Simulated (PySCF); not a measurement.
A GIAO shielding run with PySCF (density fitting, non-relativistic, gas phase) on SMILES CCN(N)C(C)(C)C, C$_{6}$H$_{16}$N$_{2}$:

```
$ OMP_NUM_THREADS=1 python probes_run.py task.json out

{"job": {"kind": "nmr", "xc": "PBE0", "basis": "pcSseg-1"}, "charge": 0, "multiplicity": 1}
C      2.827271    -0.222058     0.150984
C      1.448335     0.322773     0.520050
N      0.436059    -0.176623    -0.396063
N      0.553847     0.389809    -1.689949
C     -0.959175    -0.127197     0.070273
C     -1.098177    -0.977738     1.338007
C     -1.452984     1.302220     0.341920
C     -1.817263    -0.763941    -1.028163
H      2.786675    -1.305348     0.073177
H      3.173395     0.182155    -0.798240
H      3.549312     0.049537     0.916915
H      1.202572    -0.010218     1.526557
H      1.488215     1.429136     0.521085
H      1.312700    -0.077686    -2.175266
H      0.767361     1.390867    -1.646330
H     -0.533877    -1.899713     1.226893
H     -0.748444    -0.452017     2.223133
H     -2.144470    -1.227579     1.494255
H     -2.488908     1.280594     0.669614
H     -0.858607     1.778227     1.119389
H     -1.391911     1.899089    -0.564971
H     -1.482782    -1.781686    -1.206674
H     -2.861262    -0.778978    -0.726791
H     -1.719614    -0.203862    -1.952250
```

Hardware: 1 thread of an Intel Xeon 6975P-C, shared host. The job also computes population analyses, field gradients.

(1) How large is the calculation?

(2) How long does it take, and how much memory does it need?

## Answers

(1) 66 electrons, 216 basis functions and 1106 auxiliary functions.

(2) 31 s of wall time, with 12 SCF cycles and 4 response iterations; peak memory 0.98 GiB. Times on a shared host scatter by some tens of per cent.
